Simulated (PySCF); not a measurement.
CH8O2Si3, SMILES C[Si@H]1O[SiH2][Si@@H]1O.

Geometry optimised at PBE-D3(BJ)/def2-SVP. The structure was generated by enumeration; whether it is a known compound was not checked. Other conformers were not sampled.

All values below come from PySCF 2.14.0 with PBE-D3(BJ)/def2-SVP.

Frequencies are harmonic and unscaled.

```json
[
 {"mode": "1", "ν (cm⁻¹)": "64", "IR (km/mol)": "2.4", "moving atoms (share of kinetic energy)": "O 47 %, H 21 %, Si 18 %, C 14 %"},
 {"mode": "2", "ν (cm⁻¹)": "102", "IR (km/mol)": "4.2", "moving atoms (share of kinetic energy)": "Si 30 %, H 29 %, C 23 %, O 18 %"},
 {"mode": "3", "ν (cm⁻¹)": "136", "IR (km/mol)": "1.3", "moving atoms (share of kinetic energy)": "H 49 %, O 30 %, C 11 %, Si 10 %"},
 {"mode": "4", "ν (cm⁻¹)": "155", "IR (km/mol)": "0.4", "moving atoms (share of kinetic energy)": "H 71 %, O 16 %, Si 12 %"},
 {"mode": "5", "ν (cm⁻¹)": "172", "IR (km/mol)": "5.2", "moving atoms (share of kinetic energy)": "Si 34 %, H 34 %, O 20 %, C 12 %"},
 {"mode": "6", "ν (cm⁻¹)": "244", "IR (km/mol)": "1.1", "moving atoms (share of kinetic energy)": "Si 34 %, H 26 %, O 23 %, C 16 %"},
 {"mode": "7", "ν (cm⁻¹)": "274", "IR (km/mol)": "105.9", "moving atoms (share of kinetic energy)": "H 77 %, O 16 %"},
 {"mode": "8", "ν (cm⁻¹)": "310", "IR (km/mol)": "3.2", "moving atoms (share of kinetic energy)": "Si 57 %, O 35 %"},
 {"mode": "9", "ν (cm⁻¹)": "389", "IR (km/mol)": "6.3", "moving atoms (share of kinetic energy)": "Si 59 %, H 31 %, O 8 %"},
 {"mode": "10", "ν (cm⁻¹)": "395", "IR (km/mol)": "10.4", "moving atoms (share of kinetic energy)": "Si 81 %, H 12 %"},
 {"mode": "11", "ν (cm⁻¹)": "441", "IR (km/mol)": "5.3", "moving atoms (share of kinetic energy)": "H 58 %, Si 39 %"},
 {"mode": "12", "ν (cm⁻¹)": "569", "IR (km/mol)": "21.2", "moving atoms (share of kinetic energy)": "H 85 %, Si 13 %"},
 {"mode": "13", "ν (cm⁻¹)": "619", "IR (km/mol)": "0.2", "moving atoms (share of kinetic energy)": "H 53 %, C 19 %, O 18 %, Si 9 %"},
 {"mode": "14", "ν (cm⁻¹)": "665", "IR (km/mol)": "5.7", "moving atoms (share of kinetic energy)": "H 73 %, Si 12 %, O 12 %"},
 {"mode": "15", "ν (cm⁻¹)": "682", "IR (km/mol)": "19.0", "moving atoms (share of kinetic energy)": "H 77 %, O 12 %"},
 {"mode": "16", "ν (cm⁻¹)": "697", "IR (km/mol)": "11.2", "moving atoms (share of kinetic energy)": "H 60 %, Si 16 %, O 13 %, C 11 %"},
 {"mode": "17", "ν (cm⁻¹)": "721", "IR (km/mol)": "70.6", "moving atoms (share of kinetic energy)": "H 64 %, Si 22 %, C 11 %"},
 {"mode": "18", "ν (cm⁻¹)": "734", "IR (km/mol)": "5.4", "moving atoms (share of kinetic energy)": "H 62 %, Si 19 %, C 15 %"},
 {"mode": "19", "ν (cm⁻¹)": "742", "IR (km/mol)": "80.9", "moving atoms (share of kinetic energy)": "H 74 %, O 16 %"},
 {"mode": "20", "ν (cm⁻¹)": "821", "IR (km/mol)": "448.9", "moving atoms (share of kinetic energy)": "H 39 %, O 29 %, Si 27 %"},
 {"mode": "21", "ν (cm⁻¹)": "864", "IR (km/mol)": "64.9", "moving atoms (share of kinetic energy)": "O 45 %, H 32 %, Si 19 %"},
 {"mode": "22", "ν (cm⁻¹)": "875", "IR (km/mol)": "176.2", "moving atoms (share of kinetic energy)": "H 71 %, Si 14 %, C 10 %"},
 {"mode": "23", "ν (cm⁻¹)": "877", "IR (km/mol)": "178.1", "moving atoms (share of kinetic energy)": "H 42 %, O 34 %, Si 23 %"},
 {"mode": "24", "ν (cm⁻¹)": "889", "IR (km/mol)": "40.2", "moving atoms (share of kinetic energy)": "H 75 %, O 14 %, Si 11 %"},
 {"mode": "25", "ν (cm⁻¹)": "930", "IR (km/mol)": "28.8", "moving atoms (share of kinetic energy)": "H 89 %"},
 {"mode": "26", "ν (cm⁻¹)": "1209", "IR (km/mol)": "17.6", "moving atoms (share of kinetic energy)": "H 78 %, C 21 %"},
 {"mode": "27", "ν (cm⁻¹)": "1372", "IR (km/mol)": "3.8", "moving atoms (share of kinetic energy)": "H 96 %"},
 {"mode": "28", "ν (cm⁻¹)": "1379", "IR (km/mol)": "5.8", "moving atoms (share of kinetic energy)": "H 96 %"},
 {"mode": "29", "ν (cm⁻¹)": "2121", "IR (km/mol)": "146.5", "moving atoms (share of kinetic energy)": "H 97 %"},
 {"mode": "30", "ν (cm⁻¹)": "2132", "IR (km/mol)": "160.6", "moving atoms (share of kinetic energy)": "H 97 %"},
 {"mode": "31", "ν (cm⁻¹)": "2146", "IR (km/mol)": "68.5", "moving atoms (share of kinetic energy)": "H 96 %"},
 {"mode": "32", "ν (cm⁻¹)": "2155", "IR (km/mol)": "139.7", "moving atoms (share of kinetic energy)": "H 96 %"},
 {"mode": "33", "ν (cm⁻¹)": "2974", "IR (km/mol)": "1.5", "moving atoms (share of kinetic energy)": "H 97 %"},
 {"mode": "34", "ν (cm⁻¹)": "3075", "IR (km/mol)": "1.3", "moving atoms (share of kinetic energy)": "H 91 %, C 9 %"},
 {"mode": "35", "ν (cm⁻¹)": "3085", "IR (km/mol)": "1.4", "moving atoms (share of kinetic energy)": "H 91 %, C 9 %"},
 {"mode": "36", "ν (cm⁻¹)": "3756", "IR (km/mol)": "87.6", "moving atoms (share of kinetic energy)": "H 94 %"}
]
```
